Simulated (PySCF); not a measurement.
## Working out the ionisation energy of V

V [Ar] 3d3 4s2 (4F) → V⁺ [Ar] 3d4 (5D). Computed with PySCF 2.14 in pcseg-2, with the non-relativistic Hamiltonian (point nucleus). Frozen: [Ar]. Energies in hartree (1 hartree = 27.21139 eV):

```csv
part,V (lower),V⁺ (upper)
UHF,-942.873982,-942.653804
MP2 opposite-spin,-0.029762,0.000000
MP2 same-spin,-0.024434,-0.042663
```

Problem. What does Hartree-Fock give?

Solution. (-942.653804) − (-942.873982) = 0.220178 hartree = 5.991 eV.

Problem. What do MP2 and SCS-MP2 (6/5 opposite-spin, 1/3 same-spin) give?

Solution. The opposite-spin parts differ by 0.810 eV and the same-spin parts by -0.496 eV. MP2: 5.991 + (0.810) + (-0.496) = 6.305 eV. SCS-MP2: 5.991 + 1.2 × (0.810) + (-0.496)/3 = 6.798 eV.

Measured between the centres of the two terms (NIST): 6.732 eV, so MP2 (valence) is off by -0.427 eV.

The calculation is non-relativistic.

What remains against the reference includes basis incompleteness, the frozen core and correlation beyond second order.
